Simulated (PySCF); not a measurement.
# Static response to an electric field

C5H8F3NSi.
Structure used (PBE0-D3(BJ)/def2-SVP), in Å, numbered top down from 1:
```
atom  x, y, z in Å
F1     2.9777   -1.1094    1.2713
C2     2.9132   -0.1672    0.3552
F3     4.1015    0.2560    0.0027
C4     1.7629    0.2984   -0.1326
F5     1.8258    1.2526   -1.0712
C6     0.4053   -0.1480    0.2439
C7    -0.4021   -0.7101   -0.9455
C8    -1.8815   -0.7322   -0.5724
N9    -2.1545    0.5104    0.1266
Si10  -0.7788    1.1906    0.9283
H11    0.4981   -0.9120    1.0328
H12   -0.0411   -1.7088   -1.2383
H13   -0.2589   -0.0402   -1.8088
H14   -2.0982   -1.6265    0.0487
H15   -2.4986   -0.8229   -1.4830
H16   -3.1250    0.7221    0.3157
H17   -0.4427    2.5875    0.5158
H18   -0.8291    1.1718    2.4266
```

Level: CAM-B3LYP/def2-SVPD (PySCF), static field, nuclei fixed, core orbitals frozen in the response. The polarisability tensor in these axes (au):

```
x   111.31  -3.23   4.14
y    -3.23  86.18   3.45
z     4.14   3.45  83.26
```

Q: Give the principal values, the mean and the anisotropy Δα = √{½[(α1 − α2)² + (α2 − α3)² + (α1 − α3)²]}.

A: Principal values 80.09, 88.46 and 112.20 au; mean 93.59 au = 13.87 Å³ = 15.43 × 10⁻⁴⁰ C²·m²/J; Δα = 28.84 au (31 % of the mean).

Q: What is the dipole moment, and where does it point?

A: (-2.78, -1.13, 0.23) D, 3.01 D in size, pointing from the negative to the positive side. Measured along this direction, the outermost atoms are F3 at the negative end and H16 and H14 at the positive end.

Q: What depolarisation ratio follows for Rayleigh scattering of linearly polarised light, taking the static tensor?

A: ρ = 3Δα²/(45ᾱ² + 4Δα²) = 2495.9/(394123 + 3327.9) = 0.00628.

Q: In a dilute gas of rigid molecules at 400 K, how does the orientational term μ²/3kT compare with the electronic polarisability?

A: In Gaussian units μ²/3kT = 54.70 Å³ against 13.87 Å³, a ratio of 3.94; the Debye molar polarisation (4π/3)N_A(α + μ²/3kT) is 173.0 cm³/mol, leaving out the vibrational part.

Q: Find the Langevin capture rate constant for O2+ (31.990 u) meeting this molecule (167.038 u), k = 2.342 × 10⁻⁹ cm³/s × √(α in Å³ / reduced mass in u).

A: The reduced mass is 26.85 u, so k = 1.68 × 10⁻⁹ cm³/s. The formula leaves out the permanent dipole, which adds to the capture rate.

Q: In TDDFT the mean static polarisability is Σ f/ω² over all singlet excitations (ω in hartree). How much of it do the 10 lowest give? Their energies (eV) and oscillator strengths: 5.93, 0.0039; 6.19, 0.0049; 6.39, 0.0084; 6.90, 0.0153; 7.04, 0.0048; 7.20, 0.0772; 7.34, 0.0092; 7.36, 0.3869; 7.51, 0.1373; 7.60, 0.0020.

A: They add up to 8.99 au, 9.6 % of the 93.59 au; the largest single term is 5.30 au, from the state at 7.36 eV. Terms in order: 0.08, 0.09, 0.15, 0.24, 0.07, 1.10, 0.13, 5.30, 1.80, 0.03 au. Higher excitations give the rest. The strengths listed sum to 0.650.

Q: Give the eigenvalues of the traceless quadrupole moment Θ = ½Σq(3rr − r²1), origin at the centre of nuclear charge.

A: -5.36, 1.98, 3.38 D·Å. The values depend on the origin, since the dipole doesn't vanish. The electronic extent ⟨r²⟩ about the same centre is 1927 bohr², a root-mean-square distance of 2.50 Å for the 86 electrons.

The structure is a single PBE0-D3(BJ)/def2-SVP conformer in the gas phase; no vibrational or solvent corrections.
